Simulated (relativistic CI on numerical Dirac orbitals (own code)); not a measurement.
Crystal-field levels of Lu⁴⁺, 4f13

Calculated by Dirac-Coulomb-Breit CI, KLI orbitals optimised for each configuration, model QED, valence Slater integrals scaled by 0.85, one configuration in a parametric crystal field (own radial code).

Field parameters in Wybourne normalisation; cubic f-shell fields have B⁴₄ = √(5/14) B⁴₀ and B⁶₄ = −√(7/2) B⁶₀. The field is a parameter set, without covalency.

S and J are read from ⟨S²⟩ = S(S + 1) and ⟨J²⟩ = J(J + 1) of each level; they are not fictitious spins.

Oh, B40 = 3100, B60 = 270 cm⁻¹, the lowest 5 levels:

| E (cm⁻¹) | Degeneracy | Irrep | S | J |
| --- | --- | --- | --- | --- |
| 0.0 | 2 | Γ6 | 0.50 | 3.50 |
| 579 | 4 | Γ8 | 0.50 | 3.50 |
| 1304 | 2 | Γ7 | 0.50 | 3.50 |
| 11991 | 4 | Γ8 | 0.50 | 2.50 |
| 12869 | 2 | Γ7 | 0.50 | 2.50 |

Principal g values of the ground doublet: 2.67, 2.67, 2.67.

D3d, B20 = 940, B40 = 1940, B43 = 1870, B60 = 940, B63 = 880, B66 = -690 cm⁻¹, the lowest 7 levels:

```tsv
E (cm⁻¹)	Degeneracy	Irrep	S	J
0.0	2	Γ4	0.50	3.50
727	2	Γ5+Γ6	0.50	3.50
809	2	Γ4	0.50	3.50
1240	2	Γ4	0.50	3.50
11812	2	Γ4	0.50	2.50
12588	2	Γ5+Γ6	0.50	2.50
12685	2	Γ4	0.50	2.50
```

Principal g values of the ground doublet: 1.11, 4.36, 4.36.

D3d, B20 = -1530, B40 = 60, B43 = 2180, B60 = 330, B63 = -170, B66 = 230 cm⁻¹, the lowest 7 levels:

```
E (cm⁻¹)  Degeneracy  Irrep     S     J
     0.0           2     Γ4  0.50  3.50
     572           2     Γ4  0.50  3.50
     971           2  Γ5+Γ6  0.50  3.50
    1315           2     Γ4  0.50  3.50
   11778           2     Γ4  0.50  2.50
   12466           2  Γ5+Γ6  0.50  2.50
   12876           2     Γ4  0.50  2.50
```

Principal g values of the ground doublet: 2.03, 2.03, 6.16.

D3h, B20 = 1360, B40 = -1260, B60 = -450, B66 = -400 cm⁻¹, the lowest 7 levels:

| E (cm⁻¹) | Degeneracy | S | J |
| --- | --- | --- | --- |
| 0.0 | 2 | 0.50 | 3.50 |
| 139 | 2 | 0.50 | 3.50 |
| 159 | 2 | 0.50 | 3.50 |
| 855 | 2 | 0.50 | 3.50 |
| 11675 | 2 | 0.50 | 2.50 |
| 11744 | 2 | 0.50 | 2.50 |
| 12389 | 2 | 0.50 | 2.50 |

Principal g values of the ground doublet: 0.00, 0.00, 3.43.

Oh, B40 = -3410, B60 = 1060 cm⁻¹, the lowest 5 levels:

| E (cm⁻¹) | Degeneracy | Irrep | S | J |
| --- | --- | --- | --- | --- |
| 0.0 | 2 | Γ7 | 0.50 | 3.49 |
| 1319 | 4 | Γ8 | 0.50 | 3.50 |
| 1406 | 2 | Γ6 | 0.50 | 3.50 |
| 12113 | 2 | Γ7 | 0.50 | 2.51 |
| 13000 | 4 | Γ8 | 0.50 | 2.50 |

Principal g values of the ground doublet: 3.51, 3.51, 3.51.

The next free-ion level lies 11642 cm⁻¹ above the lowest; the field splits the ground level into components whose J stays near 7/2 as long as their spread is small against that gap.

Levels of this model without a field, named by their leading LS term: 2F°_7/2 0, 2F°_5/2 11642 cm⁻¹.
